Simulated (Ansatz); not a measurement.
cyclo-(H2SnCH2)4 (C₄H₁₆Sn₄) was relaxed with PBE-D4 (def2-SVP) in Ansatz in these states: charge +1 doublet, neutral singlet. The geometries follow in no particular order.

In the def2 sets Sn takes a core potential; there is no spin–orbit coupling.

A:

```tsv
atom	x (Å)	y (Å)	z (Å)
Sn1	2.525	0.073	-0.442
H2	3.595	0.094	-1.808
H3	3.466	0.111	1.019
C4	1.234	1.823	-0.500
Sn5	0.105	2.196	1.320
H6	1.148	2.953	2.482
H7	-1.230	3.254	0.979
C8	-0.658	0.329	2.135
Sn9	-2.286	-0.571	1.010
H10	-2.436	-2.250	1.431
H11	-3.764	0.249	1.408
C12	-1.914	-0.405	-1.126
Sn13	-0.343	-1.699	-1.890
H14	-0.980	-3.301	-2.086
H15	0.208	-1.112	-3.430
C16	1.336	-1.746	-0.507
H17	0.529	1.711	-1.349
H18	1.864	2.713	-0.701
H19	0.181	-0.393	2.201
H20	-1.019	0.521	3.165
H21	-2.853	-0.654	-1.663
H22	-1.662	0.650	-1.358
H23	0.948	-1.964	0.509
H24	2.004	-2.581	-0.799
```

B:

```
atom   x (Å)   y (Å)   z (Å)
 Sn1   0.403   0.392  -2.413
  H2   0.893  -0.153  -3.974
  H3  -0.376   1.935  -2.354
  C4  -1.152  -1.081  -1.795
 Sn5  -2.425  -0.478  -0.165
  H6  -4.002  -0.121  -0.766
  H7  -2.342  -1.649   1.105
  C8  -1.754   1.440   0.752
 Sn9  -0.084   1.302   2.106
 H10   1.184   2.353   1.577
 H11  -0.633   1.530   3.725
 C12   0.808  -0.741   2.124
Sn13   2.106  -1.216   0.472
 H14   3.742  -1.256   1.017
 H15   1.535  -2.640  -0.328
 C16   2.097   0.382  -1.082
 H17  -0.581  -2.005  -1.571
 H18  -1.756  -1.235  -2.711
 H19  -1.548   2.101  -0.114
 H20  -2.650   1.808   1.291
 H21   1.376  -0.777   3.076
 H22  -0.066  -1.421   2.191
 H23   2.194   1.325  -0.506
 H24   3.029   0.204  -1.656
```

**Question.** Judge from the bond lengths which geometry belongs to which state (an estimate).

**Answer.** A is the neutral singlet (Sn13–C16 2.175 Å, Sn5–C8 2.175 Å, Sn9–C12 2.175 Å); B is the charge +1 doublet (Sn13–C16 2.229 Å, Sn5–C8 2.229 Å, Sn9–C12 2.229 Å).
